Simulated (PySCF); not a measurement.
A run for PySCF: U-HF/LANL2DZ on CH5Ga (SMILES [CH3][GaH2]), a point of a bond scan (R = 5.344 Å).

```python
from pyscf import gto, scf, dft, mp
from pyscf.data.elements import chemcore

mol = gto.M(
    atom='''
    C    -1.56095123   -0.12280766    0.00123703
    Ga    3.76754707    0.28918286   -0.00576547
    H    -1.98854607    0.49917965   -0.78831952
    H    -1.90125078   -1.14877881   -0.13142206
    H    -1.95364954    0.25454584    0.94939406
    H     4.43935191    1.71412212    0.04747995
    H     4.69019617   -0.98664391   -0.05132134
    ''',
    basis='lanl2dz',
    ecp={'Ga': 'lanl2dz'},
    charge=0, spin=0, verbose=3, max_memory=1800)
mf = scf.UHF(mol)
mf.conv_tol = 1e-8
mf.max_cycle = 100
mf.init_guess_breaksym = True
mf.kernel()
if not mf.converged:
    mf = mf.newton().run(mf.mo_coeff, mf.mo_occ)
for _ in range(4):
    mo, _, stable, _ = mf.stability(return_status=True)
    if stable:
        break
    mf.kernel(mf.make_rdm1(mo, mf.mo_occ))
```

It printed:

```
converged SCF energy = -42.4662132050276  <S^2> = 8.7587324e-09  2S+1 = 1
<class 'pyscf.scf.uhf.UHF'> wavefunction has an internal instability
converged SCF energy = -42.6089898497791  <S^2> = 1.008511  2S+1 = 2.2436675
<class 'pyscf.scf.uhf.UHF'> wavefunction is stable in the internal stability analysis
```

The calculation finished and met its thresholds. Its determinant has ⟨S²⟩ = 1.01, a mixture of spin states.

Cost: very roughly 0.7 core-seconds.
